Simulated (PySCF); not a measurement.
Method: PBE0-D3(BJ)/def2-TZVP in PySCF. All species are isolated molecules in the gas phase. One relaxed conformer stands for a flexible species; it need not be the lowest. Delta-SCF ions had no search for a lower state. Excitations are Tamm–Dancoff values on a coarser integration grid. The basis has no diffuse functions, so Rydberg states are missing or too high.

Reference species (SMILES): `C([SiH3])C(=C)O` (C–C–O–H torsion 0°, O–C–C–Si torsion -69°) (neutral, multiplicity 1).

The T1 excitation (TDA) comes out as 4.29 eV and the vertical ionisation energy (Delta-SCF) comes out as 8.64 eV.

Changed species: `C(/CO)=C/[SiH3]` (H–O–C–C torsion 73°, O–C–C–C torsion 8°).

Problem. What does the change do to the T1 excitation (TDA) and vertical ionisation energy (Delta-SCF)?

Solution. the T1 excitation (TDA) drops by 0.20 eV, to 4.09 eV; the vertical ionisation energy (Delta-SCF) rises by 0.96 eV, to 9.60 eV.
